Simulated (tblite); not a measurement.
Compound: C5H6NO3P.
SMILES with atom numbers: `[O:1]=[P:2]([OH:3])([OH:4])[c:5]1[cH:6][cH:7][cH:8][cH:9][n:10]1` (hydrogens: H11 on O3; H12 on O4; H13 on C6; H14 on C7; H15 on C8; H16 on C9)

Geometry (GFN2-xTB, Å), atoms numbered from 1 in this order:
```
atom  x, y, z in Å
O1    -2.4511   -1.4509    1.1778
P2    -1.9514   -0.6761    0.0458
O3    -2.1409   -1.3782   -1.3639
O4    -2.7230    0.7384   -0.1173
C5    -0.1995   -0.1819    0.0530
C6     0.4945    0.0294    1.2313
C7     1.8239    0.4117    1.1459
C8     2.3902    0.5672   -0.1103
C9     1.6029    0.3272   -1.2274
N10    0.3356   -0.0417   -1.1524
H11   -1.6426   -0.9132   -2.0425
H12   -3.3668    0.8155    0.5871
H13   -0.0088   -0.1198    2.1734
H14    2.4067    0.5846    2.0388
H15    3.4212    0.8645   -0.2227
H16    2.0014    0.4323   -2.2280
```

Computed with GFN2-xTB (tblite): harmonic, unscaled wavenumbers at the GFN2-xTB geometry, gas phase. This tight-binding method is rough: wavenumbers can miss measured ones by several per cent, in bad cases by 10 to 20. One conformer, not necessarily the lowest.

Harmonic wavenumbers (cm⁻¹): 37.1, 88.5, 116.5, 183.2, 240.3, 275.0, 289.7, 356.3, 370.8, 385.4, 397.0, 465.3, 499.5, 596.7, 706.0, 707.6, 758.4, 788.0, 828.2, 885.4, 897.2, 918.2, 920.1, 937.2, 1005.6, 1083.3, 1109.8, 1155.8, 1168.7, 1239.9, 1286.6, 1292.1, 1401.5, 1430.5, 1562.4, 1578.5, 3061.0, 3078.5, 3099.1, 3102.5, 3518.2, 3605.8.

A = 2579, B = 821.8, C = 720.2 MHz; mass 159.009 u (most abundant isotopes); point group C1, symmetry number 1.

**Question.** What is the zero-point energy?

**Answer.** ½Σν̃ = 23714 cm⁻¹ = 283.68 kJ/mol.

**Question.** Entropy at 200 K, 1 bar (ideal gas, RRHO, classical rotation)?

**Answer.** Translation 163.77, rotation 119.42, vibration 73.86: S = 357.1 J/(mol K).

**Question.** And Cp and H(200 K) − H(0)?

**Answer.** Cp = 119.77 J/(mol K), of which vibrations give 86.52 (their classical limit is 42 R = 349.2); H(200 K) − H(0) = 14.86 kJ/mol without the zero-point energy, 8.21 from vibrations.

**Question.** How do the functions run with temperature in this model?

**Answer.** 
```json
{"T (K)": "50", "S (J/(mol K))": "249.4", "Cp (J/(mol K))": "51.3", "H − H(0) (kJ/mol)": "2.05", "G − H(0) (kJ/mol)": "-10.42", "ln q(vib)": "0.55"}
{"T (K)": "100", "S (J/(mol K))": "291.7", "Cp (J/(mol K))": "73.7", "H − H(0) (kJ/mol)": "5.16", "G − H(0) (kJ/mol)": "-24.00", "ln q(vib)": "1.58"}
{"T (K)": "298.15", "S (J/(mol K))": "412.9", "Cp (J/(mol K))": "162.4", "H − H(0) (kJ/mol)": "28.74", "G − H(0) (kJ/mol)": "-94.38", "ln q(vib)": "6.41"}
{"T (K)": "373.15", "S (J/(mol K))": "452.6", "Cp (J/(mol K))": "191.5", "H − H(0) (kJ/mol)": "42.04", "G − H(0) (kJ/mol)": "-126.85", "ln q(vib)": "8.33"}
{"T (K)": "500", "S (J/(mol K))": "514.4", "Cp (J/(mol K))": "230.5", "H − H(0) (kJ/mol)": "68.94", "G − H(0) (kJ/mol)": "-188.25", "ln q(vib)": "11.56"}
{"T (K)": "750", "S (J/(mol K))": "618.0", "Cp (J/(mol K))": "278.9", "H − H(0) (kJ/mol)": "133.22", "G − H(0) (kJ/mol)": "-330.27", "ln q(vib)": "17.61"}
{"T (K)": "1000", "S (J/(mol K))": "702.4", "Cp (J/(mol K))": "307.4", "H − H(0) (kJ/mol)": "206.79", "G − H(0) (kJ/mol)": "-495.66", "ln q(vib)": "23.11"}
```

q(vib) and H(0) count from the zero-point level.

**Question.** What must be added to the electronic energy to get the Gibbs energy at 200 K and 1 bar?

**Answer.** ZPE + [H(200 K) − H(0)] − T·S = 283.68 + 14.86 − 71.41 = 227.13 kJ/mol.

**Question.** Which modes carry the vibrational entropy at 200 K?

**Answer.** 37.1 cm⁻¹: 19.32; 88.5 cm⁻¹: 12.21; 116.5 cm⁻¹: 10.02; 183.2 cm⁻¹: 6.60; 240.3 cm⁻¹: 4.73; 275.0 cm⁻¹: 3.88 J/(mol K); the other 36 give 17.11 together.

Hindered rotation and anharmonicity are outside this model. Other conformers, if any are populated, would add a mixing term that is left out. The structure is chiral; the term R ln 2 for an equal mix with its mirror image is left out.
